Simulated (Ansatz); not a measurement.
C3H6B2, SMILES `BC(B)=C=C` at its PBE0-D4/def2-TZVP geometry, where that method's forces vanish. The species carries charge 0 and has multiplicity 1.

```
atom   x (Å)   y (Å)   z (Å)
  B1  -0.479   1.583   0.695
  C2   0.244   0.306   0.213
  B3   1.746   0.006   0.412
  C4  -0.481  -0.603  -0.421
  C5  -1.189  -1.492  -1.039
  H6   0.137   2.429   1.274
  H7  -1.649   1.729   0.491
  H8   2.220  -1.011  -0.001
  H9   2.437   0.799   0.983
 H10  -1.682  -2.287  -0.491
 H11  -1.303  -1.459  -2.117
```

Task: For each bond, give half the difference of the two atoms' forces along it (eV/Å; positive pushes the atoms apart) under PBE-D4, r2SCAN-D4, B3LYP-D4, ωB97M-V in def2-TZVPP. (Best estimate.)

Result: The calculation gave: 
| bond | length (Å) | PBE-D4 | r2SCAN-D4 | B3LYP-D4 | ωB97M-V |
| --- | --- | --- | --- | --- | --- |
| B1–C2 | 1.545 | -0.07 | 0.03 | 0.08 | 0.06 |
| B1–H6 | 1.196 | 0.04 | -0.05 | -0.12 | -0.11 |
| B1–H7 | 1.196 | 0.06 | -0.04 | -0.09 | -0.11 |
| C2–B3 | 1.545 | -0.07 | 0.03 | 0.08 | 0.06 |
| C2–C4 | 1.325 | 0.22 | 0.09 | 0.02 | -0.01 |
| B3–H8 | 1.196 | 0.06 | -0.04 | -0.09 | -0.11 |
| B3–H9 | 1.196 | 0.04 | -0.05 | -0.12 | -0.11 |
| C4–C5 | 1.293 | 0.12 | 0.01 | 0.02 | 0.13 |
| C5–H10 | 1.084 | 0.05 | -0.03 | -0.05 | -0.11 |
| C5–H11 | 1.084 | 0.05 | -0.03 | -0.05 | -0.11 |

B3LYP here is the variant with VWN-RPA as its local correlation; programs differ in this.

Computed with Ansatz.
